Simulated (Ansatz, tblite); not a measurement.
Forces on B4Cl⁺ at its r2SCAN-D4/def2-SVP geometry. Charge 1, multiplicity 1.

The xTB rows come from tblite. The restricted singlet is unstable towards broken spin symmetry in Hartree–Fock (as tested in another run); at PBE-D4/def2-TZVP this wasn't settled. The structure comes from a short search, and lower isomers may exist.

GFN1-xTB (tblite), largest force 2.15 eV/Å:

```xyz
5
positions Å, forces eV/Å
B     0.388   -0.989    0.582   -0.081    0.207   -0.121
B    -0.268    1.927   -0.341   -0.878   -1.271   -1.490
B    -0.899    1.051   -1.410    0.904    1.204    1.530
B    -0.129    0.330   -0.194    0.137   -0.351    0.206
Cl    0.908   -2.319    1.363   -0.083    0.212   -0.125
```

GFN2-xTB (tblite), largest force 2.97 eV/Å:

```
B 0.350 -0.893 0.525
B -1.038 -2.125 -1.792
B 1.385 1.240 2.313
B 0.038 -0.097 0.056
Cl -0.735 1.876 -1.102
```

PBE-D4/def2-TZVP (Ansatz), largest force 0.32 eV/Å:

```
B -0.056 0.143 -0.084
B -0.066 -0.291 -0.122
B 0.167 0.034 0.274
B 0.009 -0.023 0.013
Cl -0.054 0.138 -0.081
```
